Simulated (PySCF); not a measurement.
**Caesium: highly charged ions in a basis for the neutral atom**

Cs⁷⁺ [Kr] 4d10 5s2, Cs⁸⁺ [Kr] 4d10 5s1. Computed with PySCF 2.14 in def2-SVP with the def2 core potential (46 electrons) (5s3p2d, 24 functions), with a scalar-relativistic core potential. No spin-orbit coupling, so a gap to NIST mixes the basis error with missing relativistic terms.

Changed run: basis of the neutral atom used for a highly charged ion. This setting is unsound on purpose.

| species | method | sound run (hartree) | changed run (hartree) | converged |
| --- | --- | --- | --- | --- |
| Cs⁷⁺ | UHF | not run | -8.53456 | yes |
| Cs⁷⁺ | M06-2X | not run | -8.60819 | yes |
| Cs⁷⁺ | M06-L | not run | -8.59994 | yes |
| Cs⁸⁺ | UHF | not run | -4.54955 | yes |
| Cs⁸⁺ | M06-2X | not run | -4.56642 | yes |
| Cs⁸⁺ | M06-L | not run | -4.57636 | yes |

Ionisation energy of Cs⁷⁺:

| method | changed run (eV) | NIST (eV) |
| --- | --- | --- |
| UHF | 108.44 | 110.1 ± 0.6 |
| M06-2X | 109.98 | 110.1 ± 0.6 |
| M06-L | 109.49 | 110.1 ± 0.6 |

The contracted functions were made for the neutral atom and can be too rigid for a highly charged ion.
